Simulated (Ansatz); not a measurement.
Zr₃O₆, relaxed as a singlet with RKS PBE-D4/def2-SVP in Ansatz, starting from the GFN2-xTB geometry. Force threshold 0.03 eV/Å.

In the def2 sets Zr takes a core potential; there is no spin–orbit coupling. The relaxation made no stability test and no search for a lower SCF solution. No other spin state of charge 0 was run. Another isomer (singlet) lies 0.78 eV lower at PBE0-D4/def2-TZVP; other spin states weren't run for this one.

Start:

Cartesian coordinates in Å:
```
Zr 1.358 -1.138 1.612
Zr 0.551 -0.071 -1.401
Zr -1.554 0.291 0.830
O 2.044 -0.735 -0.064
O 0.453 -0.057 -3.152
O -0.502 1.610 -0.686
O -0.939 -1.088 -0.389
O -0.007 1.491 0.734
O -1.406 -0.303 2.518
```

| step | energy (eV) | largest force component (eV/Å) | SCF passes |
| --- | --- | --- | --- |
| 1 | -16109.5628 | 2.209 | 70 |
| 2 | -16110.2445 | 1.506 | 45 |
| 3 | -16110.8809 | 1.669 | 54 |
| 4 | -16111.4608 | 3.186 | 54 |
| 5 | -16113.0101 | 4.750 | 50 |
| 6 | -16114.9266 | 3.484 | 37 |
| 7 | -16116.2908 | 1.060 | 36 |
| 8 | -16116.7370 | 0.757 | 29 |
| 9 | -16116.7905 | 0.456 | 31 |
| 10 | -16116.8238 | 0.546 | 29 |
| 11 | -16116.8630 | 0.453 | 30 |
| 12 (rejected) | -16116.8237 | 0.528 | 30 |
| 13 | -16116.8807 | 0.289 | 30 |
| 14 | -16116.8857 | 0.102 | 24 |
| 15 | -16116.8863 | 0.038 | 25 |
| 16 | -16116.8865 | 0.020 | 25 |

Force components are those of the run's own axes.

End:

Cartesian coordinates in Å:
```
Zr 0.7499 -0.8432 1.4271
Zr 0.5787 0.2189 -1.5232
Zr -1.4457 0.7399 0.8202
O 1.9304 -0.6384 -0.1122
O 0.5262 -0.4819 -3.1560
O -1.0262 1.4938 -0.9296
O -0.6037 -0.8918 -0.1429
O 0.4213 1.1189 1.3944
O -1.1310 -0.7162 2.2222
```

Bonds lost: Zr2–O8, O6–O8 (atoms count from 1). Bonds formed: Zr1–O8 (atoms count from 1).

No frequencies were taken in this run, so the end may be a saddle point.

It took 56 s on 4 threads of Arm Neoverse V1 on a shared host.
